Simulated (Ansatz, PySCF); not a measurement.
Dissociation curve of SMg, lowest singlet found (which spin is the ground state isn't settled by this scan).

Levels: UKS-PBE = unrestricted PBE/cc-pVDZ (Ansatz, an electronic-structure program); RKS-PBE = Ansatz with restricted PBE/cc-pVDZ; UKS-PBE0 = unrestricted PBE0/cc-pVDZ (Ansatz); RKS-PBE0 = restricted PBE0/cc-pVDZ run with Ansatz; UKS-B3LYP/6-31G* = unrestricted B3LYP/6-31G*, spherical d (PySCF); RKS-B3LYP/6-31G* = restricted B3LYP/6-31G*, spherical d in PySCF; UKS-B3LYP/6-311+G** = unrestricted B3LYP/6-311+G**, spherical d in PySCF 2.14.0; RKS-B3LYP/6-311+G** = restricted B3LYP/6-311+G**, spherical d in PySCF.

Scanned distances (Å): 1.78, 1.91, 2.05, 2.15, 2.24, 2.36, 2.44, 2.47.

Task: Where does the unrestricted solution first break spin symmetry (<S²> of 0.01 or more)?

Result: UKS-PBE: between 2.05 and 2.15 Å; UKS-PBE0: between 2.05 and 2.15 Å; UKS-B3LYP/6-31G*: between 2.05 and 2.15 Å; UKS-B3LYP/6-311+G**: between 2.15 and 2.24 Å.

```
R / Å  <S²> UKS-PBE  E(RKS-PBE) − E(UKS-PBE) / kcal/mol  <S²> UKS-PBE0  E(RKS-PBE0) − E(UKS-PBE0) / kcal/mol  <S²> UKS-B3LYP/6-31G*  E(RKS-B3LYP/6-31G*) − E(UKS-B3LYP/6-31G*) / kcal/mol  <S²> UKS-B3LYP/6-311+G**  E(RKS-B3LYP/6-311+G**) − E(UKS-B3LYP/6-311+G**) / kcal/mol
-----  ------------  ----------------------------------  -------------  ------------------------------------  ---------------------  ----------------------------------------------------  ------------------------  ----------------------------------------------------------
1.78           0.00                                 0.0           0.00                                   0.0                   0.00                                                   0.0                      0.00                                                         0.0
1.91           0.00                                 0.0           0.00                                   0.0                   0.00                                                   0.0                      0.00                                                         0.0
2.05           0.00                                 0.0           0.00                                   0.0                   0.00                                                   0.0                      0.00                                                         0.0
2.15           0.03                                 0.0           0.02                                   0.0                   0.05                                                   0.0                      0.00                                                         0.0
2.24           0.19                                 0.3           0.19                                   0.3                   0.21                                                   0.3                      0.17                                                         0.2
2.36           0.36                                 1.1           0.76                                   2.2                   0.48                                                   1.2                      0.39                                                         1.0
2.44           0.46                                 1.8           0.99                                   4.9                   0.75                                                   2.6                      0.69                                                         2.2
2.47           0.51                                 2.2           1.01                                   6.0                   0.82                                                   3.3                      0.77                                                         2.8
```
